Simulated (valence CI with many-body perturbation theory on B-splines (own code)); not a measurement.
## Nb25+: fill in the table

Calculated by relativistic CI+MBPT: six valence electrons over a frozen Dirac-Fock core [Ne], a basis of 9 s, 9 p, 8 d, 6 f, 3 g, 1 h functions for each j, with the one-electron correlation potential Σ1 (screened to all orders), the two-electron term Σ2, the three-electron term Σ3, Breit, model QED; selected single and double excitations, second order for the rest, scaled by the run's own slope (own B-spline code, finite nucleus).

No measured levels were compared; by estimate levels of excited configurations hold to 0.05 to 0.15 % of their energy, terms of the ground configuration to about 0.5 %. Among the levels kept, up to 1500 cm⁻¹ of a level comes from second order outside the variational space, and about a tenth of that is noise between levels of different J, which matters for small intervals.

| Level | E (cm⁻¹) |
| --- | --- |
| (3s^2 3p1/2^2 3p3/2^2) J=2 | 0 |
| (3s^2 3p1/2^2 3p3/2^2) J=0 | 63768 |
| (3s^2 3p1/2 3p3/2^3) J=1 | 155110 |
| (3s^2 3p1/2 3p3/2^3) J=2 | 196740 |
| (3s^2 3p3/2^4) J=0 | ? |
| (3s 3p1/2^2 3p3/2^3) J=2 | 727400 |
| (3s 3p1/2^2 3p3/2^3) J=1 | 782310 |
| (3s^2 3p1/2^2 3p3/2 3d3/2) J=0 | ? |
| (3s^2 3p1/2^2 3p3/2 3d3/2) J=2 | ? |
| (3s^2 3p1/2^2 3p3/2 3d3/2) J=3 [a] | 863300 |
| (3s^2 3p1/2^2 3p3/2 3d3/2) J=1 | ? |
| (3s^2 3p1/2^2 3p3/2 3d5/2) J=4 | 892770 |
| (3s 3p1/2 3p3/2^4) J=0 | 900880 |
| (3s^2 3p1/2^2 3p3/2 3d5/2) J=2 | 920950 |
| (3s 3p1/2 3p3/2^4) J=1 | 948960 |
| (3s^2 3p1/2^2 3p3/2 3d3/2) J=3 [b] | 973100 |
| (3s^2 3p1/2 3p3/2^2 3d3/2) J=1 [a] | 988850 |
| (3s^2 3p1/2 3p3/2^2 3d3/2) J=2 [a] | ? |
| (3s^2 3p1/2 3p3/2^2 3d3/2) J=0 | 999300 |
| (3s^2 3p1/2 3p3/2^2 3d3/2) J=3 [a] | ? |

Levels are named by their leading jj configuration (3d3/2^4 stands for four electrons in 3d with j = 3/2), which in mixed levels can hold well under half, so a name can repeat and another be missing. Letters in brackets count levels of one name in rising energy.

The levels stand in rising order. What does the calculation give for the missing energies?

(3s^2 3p3/2^4) J=0 384830; (3s^2 3p1/2^2 3p3/2 3d3/2) J=0 853970; (3s^2 3p1/2^2 3p3/2 3d3/2) J=2 854480; (3s^2 3p1/2^2 3p3/2 3d3/2) J=1 886810; (3s^2 3p1/2 3p3/2^2 3d3/2) J=2 [a] 993210; (3s^2 3p1/2 3p3/2^2 3d3/2) J=3 [a] 1010800.
